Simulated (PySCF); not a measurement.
SMILES c1cccc(/C=C\OC)c1 (C9H10O), singlet (GFN2-xTB optimised geometry):

```
20

C     -3.424    -1.458     0.052
O     -2.102    -0.975     0.032
C     -1.130    -1.923     0.015
C      0.185    -1.682     0.000
C      0.881    -0.407     0.000
C      0.222     0.824    -0.001
C      0.938     2.005    -0.002
C      2.323     1.989    -0.001
C      2.991     0.775     0.000
C      2.279    -0.407     0.000
H     -4.071    -0.583     0.071
H     -3.644    -2.052    -0.841
H     -3.612    -2.067     0.943
H     -1.485    -2.949     0.013
H      0.822    -2.555    -0.011
H     -0.855     0.846    -0.002
H      0.412     2.949    -0.003
H      2.879     2.916    -0.001
H      4.071     0.753     0.001
H      2.807    -1.351     0.000
```

Calculation: PBE0/def2-SVP run with PySCF.

Q: What are the frontier orbital energies and the dipole moment?

A: HOMO-2 -7.89 eV, HOMO-1 -7.01 eV, HOMO -5.84 eV, LUMO -0.51 eV, LUMO+1 0.28 eV; dipole moment 2.46 D.

On the same geometry PBE/def2-SVP (PySCF) gives HOMO-2 -6.65 eV, HOMO-1 -5.96 eV, HOMO -4.83 eV, LUMO -1.32 eV, LUMO+1 -0.63 eV; dipole moment 2.49 D.

Meta-Löwdin charges at PBE0/def2-SVP: C1 -0.08, O2 -0.33, C3 0.08, C4 -0.17, C5 0.01, C6 -0.12, C7 -0.11, C8 -0.12, C9 -0.11, C10 -0.12, H11 0.12, H12 0.10, H13 0.10, H14 0.09, H15 0.11, H16 0.12, H17 0.10, H18 0.10, H19 0.10, H20 0.10.
